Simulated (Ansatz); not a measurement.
Ge2Se3⁻, 5 atoms. Hardware: 4 threads of Arm Neoverse V1 on a shared host.

Correlated methods freeze 45 core orbitals; core or outer-core shells of Ge, Se are correlated, in sets that lack core-valence functions.

Task: How many basis functions does each of these Ansatz runs have, and roughly what does it cost? RPA@PBE/def2-TZVPD, charge -1 doublet, energy, from earlier orbitals; PBE-QIDH/def2-TZVPD, charge -1 doublet, energy, from earlier orbitals; PBE-D4/def2-TZVPD, charge -1 doublet, energy and forces, from earlier orbitals; PBE0-D4/def2-TZVPD, charge -1 doublet, energy, from earlier orbitals; r2SCAN-D4/def2-SVPD, charge -1 doublet, relaxation, 12 steps; r2SCAN-D4/def2-TZVPD, charge -1 doublet, energy, from earlier orbitals; LDA (SPW92)/def2-TZVPD, charge -1 doublet, energy, from earlier orbitals; MP2/def2-TZVPD, charge -1 doublet, energy, from earlier orbitals; PBE0-D4/def2-SVP, charge -1 doublet, energy with a search over starts.

Result: Other jobs shared the machine, so times can vary by a factor of up to 3. A dash marks memory too small to be measured apart from the calling script's.

| run | functions | fitting or Cholesky vectors | wall time | peak host memory (GiB) |
| --- | --- | --- | --- | --- |
| LDA (SPW92)/def2-TZVPD, charge -1 doublet, energy, from earlier orbitals | 279 | 2015 | 6 s | 0.72 |
| PBE-D4/def2-TZVPD, charge -1 doublet, energy and forces, from earlier orbitals | 279 | 2015 | 13 s | 0.73 |
| PBE0-D4/def2-SVP, charge -1 doublet, energy with a search over starts | 160 | 1553 | 16 s | 0.85 |
| RPA@PBE/def2-TZVPD, charge -1 doublet, energy, from earlier orbitals | 279 | 1791 | 21 s | 1.1 |
| r2SCAN-D4/def2-TZVPD, charge -1 doublet, energy, from earlier orbitals | 279 | 2015 | 25 s | 0.84 |
| PBE0-D4/def2-TZVPD, charge -1 doublet, energy, from earlier orbitals | 279 | 1791 | 28 s | 1.5 |
| MP2/def2-TZVPD, charge -1 doublet, energy, from earlier orbitals | 279 | 1791 | 36 s | 1.8 |
| PBE-QIDH/def2-TZVPD, charge -1 doublet, energy, from earlier orbitals | 279 | 1791 | 42 s | 1.5 |
| r2SCAN-D4/def2-SVPD, charge -1 doublet, relaxation, 12 steps | 199 | 2171 | 2.1 min | – |
